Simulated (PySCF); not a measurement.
## Name the molecule from its bond curve

A diatomic of charge +1 contains F. Its doublet curve at UHF-CCSD(T) in a double-zeta basis (scalar-relativistic core potentials, PySCF), in eV from the separated fragments:

R (Å), E (eV) and a bar:
```
    1.562     -0.896 ##################
    1.631     -1.236 ####
    1.683     -1.340 
    1.735     -1.350 
    1.787     -1.291 ##
    1.857     -1.140 ########
    1.943     -0.886 ##################
    2.047     -0.579 ##############################
```

The fit gives ωe = 718 cm⁻¹ and the rotational constant Bₑ = 0.3847 cm⁻¹.

Which atom is the partner?

The minimum lies at 1.715 Å, so the reduced mass is 16.8576 u Å² cm⁻¹/(Bₑ·Re²) = 14.90 u. With F at 19.00 u the partner weighs about 69.0 u: Ga. The molecule is GaF⁺.

Correlated steps freeze 5 core orbitals. Spin–orbit coupling is left out. The state is the lowest determinant that a PBE0 search found; another state may lie lower at other levels.
